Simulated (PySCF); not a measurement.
Species: CH6AsBS.
Geometry (PBE0-D3(BJ)/def2-SVP, Å), atoms numbered from 1 in this order:
```xyz
10
CH6AsBS angstrom
C     -1.675    0.263   -0.018
S     -0.882   -1.351   -0.265
B      0.857   -1.060   -0.241
As     1.774    0.685    0.191
H     -2.757    0.090    0.045
H     -1.465    0.933   -0.863
H     -1.331    0.728    0.917
H      1.518   -2.061   -0.374
H      0.944    1.590   -0.707
H      2.904    0.515   -0.810
```

Method: PBE0-D3(BJ)/def2-SVP geometry optimisation, gas phase in PySCF 2.14.0.

Masses are those of the commonest isotopes; rigid-rotor values at the optimised geometry. The values belong to one conformer with, in the numbering `[CH3:1][S:2][BH:3][AsH2:4]`, C1–S2–B3–As4 6°, S2–B3–As4–H -48° and -144°.

(1) Give the principal moments of inertia and the rotational constants in MHz.

(2) Classify the top.

(3) Is it planar, by Δ = Ic − Ia − Ib?

(4) Give the other two planar moments, Paa and Pbb, and the rms extents of the mass along the axes.

(5) Where do the levels up to J = 2 lie, in cm⁻¹?

(6) Predict some low-J microwave lines.

Answers

(1) Ia = 60.80, Ib = 327.50, Ic = 380.99 u·Å²; 505379 MHz·u·Å²/I gives A = 8312, B = 1543, C = 1326 MHz.

(2) A near-prolate asymmetric top. Ray's parameter κ = (2B − A − C)/(A − C) = -0.938; −1 is the prolate and +1 the oblate limit.

(3) Not planar: Δ = Ic − Ia − Ib = -7.31 u·Å². For a rigid frame Δ = −2 Σ m c², so Σ m c² = 3.65 u·Å² lies off the ab plane: 3.53 from hydrogen and 0.12 from heavier atoms. The atom farthest from that plane is 0.99 Å away.

(4) Paa = Σ m a² = (Ib + Ic − Ia)/2 = 323.85 and Pbb = Σ m b² = (Ia + Ic − Ib)/2 = 57.14 u·Å². With the mass M = 135.95 u, the rms extents √(P/M) along a, b and c are 1.54, 0.65, 0.16 Å.

(5) Above 0(0,0):
J = 1: 1(0,1) 0.0957, 1(1,1) 0.3215, 1(1,0) 0.3287
J = 2: 2(0,2) 0.2870, 2(1,2) 0.5057, 2(1,1) 0.5274, 2(2,1) 1.2048, 2(2,0) 1.2050
Those of J = 1 are B + C, A + C and A + B.

(6) The dipole components are |μa| = 0.45 D, |μb| = 1.46 D, |μc| = 0.48 D. The squared components, which scale the intensities, stand as 0.10 : 1.00 : 0.11 (a : b : c). Some lines, for components of 0.1 D or more:

```tsv
type	branch	J(Ka,Kc)	MHz	lower level (cm⁻¹)
a	Q	2(1,1) ← 2(1,2)	650	0.506
a	R	1(0,1) ← 0(0,0)	2870	0.000
a	R	2(1,2) ← 1(1,1)	5523	0.322
a	R	2(0,2) ← 1(0,1)	5734	0.096
a	R	2(1,1) ← 1(1,0)	5956	0.329
c	Q	2(1,2) ← 2(0,2)	6558	0.287
c	Q	1(1,1) ← 1(0,1)	6769	0.096
b	Q	1(1,0) ← 1(0,1)	6986	0.096
b	Q	2(1,1) ← 2(0,2)	7208	0.287
b	R	1(1,1) ← 0(0,0)	9639	0.000
c	R	1(1,0) ← 0(0,0)	9856	0.000
b	R	2(1,2) ← 1(0,1)	12292	0.096
c	R	2(1,1) ← 1(0,1)	12942	0.096
c	Q	2(2,1) ← 2(1,1)	20308	0.527
b	Q	2(2,0) ← 2(1,1)	20313	0.527
b	Q	2(2,1) ← 2(1,2)	20958	0.506
b	R	2(2,1) ← 1(1,0)	26264	0.329
c	R	2(2,0) ← 1(1,0)	26269	0.329
c	R	2(2,1) ← 1(1,1)	26481	0.322
b	R	2(2,0) ← 1(1,1)	26486	0.322
```

No frequency check. No vibrational averaging or centrifugal distortion is included, and the geometry carries the error of its method. A rigid rotor knows nothing of internal rotation, which can split or shift real lines. Quadrupole hyperfine structure (11B, 75As) is left out.
